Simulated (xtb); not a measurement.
B(H)(PH2)2 (BH₅P₂), SMILES PBP. All values are semi-empirical tight-binding results from xtb (GFN2-xTB unless named), good for trends rather than for accurate numbers. Geometry: GFN2-xTB. The values are those of a single conformer.

Computed properties:
```yaml
point_group_as_xtb_finds_it: Cs
orbital_gap: 2.77 eV
zero_point_energy: 29.4 kcal/mol
G − E(el) at 298.15 K (modified RRHO): 11.7 kcal/mol
static polarisability (D4 model): 66.7 bohr³
solvation energy, GFN2-xTB/ALPB(water): 0.3 kcal/mol
solvation energy, GFN2-xTB/ALPB(dmf): -5.1 kcal/mol
```
